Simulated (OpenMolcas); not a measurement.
A calculation on Sr⁺.

- Program: OpenMolcas 26.06
- Method: CASSCF
- Basis: ANO-RCC-VQZP [8s7p4d2f1g]
- Scalar Hamiltonian: DKH2, point nucleus
- Active space: 1 electron in 4 orbitals (5s 5p)
- State averaging: 2S+1 = 2 even, 1 root; 2S+1 = 2 odd, 3 roots
- Spin-orbit coupling: state interaction with AMFI integrals over the reference wave functions, term energies averaged over their components

Problem. Which level of the active space comes out lowest?

Solution. 5s ²S_1/2, with 100 % of that term; it is also the measured ground level.

Problem. How high does 5p ²P°_1/2 lie?

Solution. 21790 cm⁻¹ above the lowest level; measured 23715 cm⁻¹ above the ground level, so the calculation is off by -8 %.

Problem. How high does 5p ²P°_3/2 lie?

Solution. 22350 cm⁻¹ above the lowest level; measured 24517 cm⁻¹ above the ground level, so the calculation is off by -9 %.

Measured values: NIST Handbook of Basic Atomic Spectroscopic Data.

ANO sets are built for ground and valence states and can reach diffuse excited orbitals poorly. With one active electron the reference holds no correlation, so core polarisation is missing. Measured partners are found by configuration, term and J. A level has none where our copy of the source lacks it or the pairing is in doubt (some pairs that miss far off the trend of their configuration count as doubtful), and it then counts in no deviation. Levels of configurations outside the active space are missing.

° marks odd parity.
